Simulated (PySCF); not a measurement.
Calculation: TPSSh-D3(BJ)/def2-TZVP // PBE-D3(BJ)/def2-SVP (PySCF). Isolated molecules, 0 K electronic values unless said otherwise. 

Reference species: [Hf(F)4] (neutral, multiplicity 1).

The LUMO is -1.21 eV and the HOMO–LUMO gap is 9.80 eV. The HOMO comes out as -11.01 eV and the coordination number is 4.

After one change: the LUMO falls by 1.17 eV; the HOMO–LUMO gap falls by 4.10 eV; the HOMO goes up by 2.93 eV; the coordination number is nearly the same.

Problem. Name the change that produced these shifts. The new species is one of these.
A) [Hf(H)4]
B) [Hf(F)2(H)2]
C) [Hf(F)3(H)]

Solution. B, [Hf(F)2(H)2]
